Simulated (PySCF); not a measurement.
# Reading the logs of faulty runs: AlBCH6O

Calculated results; nothing here was measured. They come from PySCF 2.14.0, an open-source quantum chemistry program, on an isolated molecule that a program drew, which may never have been made. The molecule is AlBCH6O (charge 0, singlet), drawn as the SMILES string `C[BH][AlH][OH]`.

Each row is a Hartree-Fock (HF) and frozen-core CCSD(T) single point in the cc-pV(D+d)Z basis, meant for a local HF minimum. Run 1 is clean. Each other run has one planted mistake out of seven kinds, and not every kind appears here: one electron removed, one electron added, multiplicity raised by two, geometry at a saddle point, minimal basis STO-3G, one bond length entered in bohr, all coordinates scaled. The reference is restricted for singlets and unrestricted otherwise, and also for a bond in bohr. Adding or removing an electron swaps singlet and doublet. Electrons count all cores. HOMO and LUMO are orbital energies over both spins, the gradient is its largest component, and the lowest frequency (negative if imaginary) is given only where the gradient is small. Bond lengths are over the 9 bonds as drawn. T1 is the CCSD diagnostic: over 0.02 (restricted) or 0.045 (unrestricted) a single reference is doubtful.

Geometry of the clean run:
```xyz
10
AlBCH6O, angstrom
C    -2.2984   -0.7774    0.5732
B    -0.7188   -0.7567    0.4913
Al    0.4630   -0.6297   -1.3052
O     0.7571    0.9192   -1.9396
H    -2.6768   -1.4036    1.3868
H    -2.8283   -1.0260   -0.3484
H    -2.5785    0.2562    0.8351
H    -0.1485   -0.7616    1.5584
H     1.0928   -1.8687   -2.0789
H     1.2614    1.1459   -2.7031
```

```
run,electrons,basis functions,<S^2>,HOMO (eV),LUMO (eV),gradient (hartree/bohr),lowest frequency (cm^-1),mean bond (Å),longest bond (Å),T1,HF (hartree),CCSD(T) (hartree),mistake
1,38,95,0.000,-9.76,1.90,1.9e-05,51,1.3852,2.154,0.0129,-382.86098,-383.39872,no fault
2,38,30,0.000,-7.43,7.37,6.5e-02,-,1.3852,2.154,0.0144,-378.12212,-378.32042,minimal basis STO-3G
3,37,95,0.774,-17.40,-7.47,7.3e-02,-,1.3852,2.154,0.0222,-382.54542,-383.06222,one electron removed
4,38,95,0.732,-9.86,1.02,2.0e-02,-,1.4942,2.154,0.0530,-382.74185,-383.27435,?
5,38,95,2.013,-6.99,-0.45,3.5e-02,-,1.3852,2.154,0.0177,-382.76051,-383.28975,?
```

**Which mistake was planted in run 4, and what did it cost?**

The mean bond changes by a factor of 1.079 and the longest by 1.000, so the molecule wasn't scaled as a whole. A length L in bohr read as angstrom grows by (1/0.5292 - 1) L = 0.890 L. The 9 bonds together grew by 9 x 0.1090 = 0.981 Å, which gives L = 1.103 Å. That is the length of one of the C-H bonds, 1.102 Å in the clean geometry. So the mistake is: one bond length entered in bohr. Subtracting run 1 and multiplying by 627.51 kcal/mol a hartree, the energy moved by 74.8 kcal/mol in HF and 78.0 kcal/mol in CCSD(T).

**Which mistake was planted in run 5, and what did it cost?**

Electrons, basis and geometry are unchanged, and <S^2> is 2.013, beside S(S+1) = 2.00 for a multiplicity of 3. So the mistake is: multiplicity raised by two. Subtracting run 1 and multiplying by 627.51 kcal/mol a hartree, the energy moved by 63.0 kcal/mol in HF and 68.4 kcal/mol in CCSD(T).

Cautions from the logs. Run 4: T1 is over the limit, so its CCSD(T) energy is less reliable.
